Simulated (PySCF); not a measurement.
# Electronic structure of Br²⁺ (bromine, charge +2) at the M06-L level

Configuration: [Ar] 3d10 4s1 4p3 5s1, high-spin 6S determinant (an excited configuration). All numbers are calculated (PySCF 2.14, a scalar-relativistic core potential, in aug-cc-pwCVDZ-PP with ECP10MDF).

| Quantity | Value |
| --- | --- |
| Total energy | -414.5538 hartree |
| One-electron energy | -701.5600 hartree |
| Hartree (Coulomb) energy | 317.3440 hartree |
| Exchange-correlation energy | -30.3377 hartree |
| ⟨S²⟩ | 8.7510 |
| ⟨L²⟩ | 0.000 |
| Sum of ⟨r⟩ | 21.09 bohr |
| Sum of ⟨r²⟩ | 37.73 bohr² |

| shell | electrons | mean orbital energy (eV) | rms radius, mean of both spins (bohr) |
| --- | --- | --- | --- |
| 3s α | 1 | -266.56 | 0.591 |
| 3s β | 1 | -266.19 | 0.591 |
| 3p α | 3 | -210.31 | 0.610 |
| 3p β | 3 | -209.81 | 0.610 |
| 3d α | 5 | -100.45 | 0.641 |
| 3d β | 5 | -99.604 | 0.641 |
| 4s α | 1 | -50.245 | 1.65 |
| 4p α | 3 | -35.326 | 1.89 |
| 5s α | 1 | -14.557 | 4.15 |

Energies and moments cover only the electrons outside the core potential. The outer electron is Rydberg-like, and this basis confines it to a smaller radius and binds it less than a complete one would.
